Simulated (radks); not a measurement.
Results of a calculation; reference values are marked as such.
Task: S2-, configuration [Ar]. Level of theory: scalar-relativistic Kohn-Sham, LB94 model potential, spin-polarised, spherical densities, point nucleus; Watson sphere of charge +2 and radius 3.93 bohr (a radial shooting solver on a logarithmic mesh with Libxc functionals). Some entries of the table are withheld. Estimate them.

orbital  occ.  eigenvalue (eV)  <r> (bohr)
1s          2        -2447.324     0.09649
2s          2        -220.5838      0.4783
2p          6              (1)      0.4395
3s          2              (2)         (3)
3p          6          -8.1581       2.451

Result: 
(1) 2p eigenvalue (eV): -165.7473
(2) 3s eigenvalue (eV): -17.4306
(3) 3s <r> (bohr): 1.770
